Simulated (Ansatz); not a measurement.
Computed with Ansatz on PBE0-D4/def2-TZVP structures; ΔE is electronic, products minus reactants. CBS: MP2 limit from def2 TZ/QZ plus the TZ coupled-cluster correction, frozen cores. This one scheme is used for every species. Double bonds are as drawn, so ΔE can hold a change between cis and trans. DFT in def2-TZVPP. B3LYP here is the variant with VWN-RPA as its local correlation; programs differ in this. Each species was taken in one conformer, which may not be the lowest.

`O/C([SiH3])=C\Cl` → `O/C=C\Cl` + `[SiH2]`  (silylene formation by 1,1-elimination)

CCSD(T)/CBS gives +56.4 kcal/mol.

Problem. Another level gave +55.4 kcal/mol. Which?
A. B3LYP-D4/def2-TZVPP
B. PBE-D4/def2-TZVPP
C. r2SCAN/def2-TZVPP
D. PBE0-D4/def2-TZVPP

Solution. A. B3LYP-D4 55.4, PBE0-D4 58.7, r2SCAN 60.5, PBE-D4 57.3 kcal/mol.

Largest T1 diagnostic among the species: 0.014.

In def2-TZVPP, CCSD(T) changes the Hartree–Fock value by +4.4 kcal/mol (the triples alone add +1.5 kcal/mol) and MP2 by +9.4 kcal/mol. From PBE to PBE0 (25 % exact exchange), in def2-TZVPP and without D4, ΔE moves by +1.6 kcal/mol. The D4 term adds +3.3 kcal/mol with B3LYP and +1.8 kcal/mol with PBE0; it sums over pairs of atoms, weighted by their polarisabilities, and B3LYP, whose exchange is more repulsive, gets the larger term.
